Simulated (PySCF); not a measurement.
C3H5ClGeO. Atoms are numbered in the order given.

```xyz
11

C     -2.4066    -0.2844    -0.6190
C     -1.3050    -0.0293     0.0909
Cl    -1.3468     1.1295     1.4235
Ge     0.4812    -0.7750    -0.2104
C      1.7399     0.7707    -0.5156
O      2.7788     0.6405    -1.1089
H     -3.3650     0.1971    -0.4032
H     -2.3674    -0.9987    -1.4463
H      0.4678    -1.7012    -1.4393
H      0.9329    -1.5329     1.0529
H      1.4271     1.7681    -0.0980
```

The structure is a stationary point at B3LYP-D3(BJ)/def2-SVP. This is a generated structure with no PubChem entry under its InChIKey; it may be hypothetical. The values are those of a single conformer.

Calculation: TDA-PBE/def2-SVPD (PySCF).

Vertical excitations. 

```tsv
state	energy (eV)	λ (nm)	f	main pairs
S1	3.15	393	0.005	HOMO→LUMO 99 %
S2	3.93	316	0.000	HOMO−1→LUMO 94 %
S3	4.18	297	0.048	HOMO→LUMO+1 88 %
S4	4.64	267	0.017	HOMO−2→LUMO 98 %
S5	4.94	251	0.000	HOMO→LUMO+2 100 %
S6	5.49	226	0.017	HOMO→LUMO+3 90 %
S7	5.75	216	0.010	HOMO−2→LUMO+1 78 %
S8	5.82	213	0.003	HOMO→LUMO+4 73 %, HOMO−3→LUMO 22 %
S9	5.86	211	0.005	HOMO−3→LUMO 40 %, HOMO→LUMO+4 19 %, HOMO−2→LUMO+1 19 %, HOMO→LUMO+5 13 %
S10	6.04	205	0.004	HOMO−4→LUMO 81 %
T1	2.50	496	0	HOMO→LUMO 99 %
T2	3.70	335	0	HOMO→LUMO+1 60 %, HOMO−1→LUMO 25 %, HOMO−1→LUMO+1 14 %
T3	3.88	319	0	HOMO−1→LUMO 71 %, HOMO→LUMO+1 29 %
T4	4.33	286	0	HOMO−1→LUMO+1 82 %
```
Triplets are in the Tamm–Dancoff approximation.
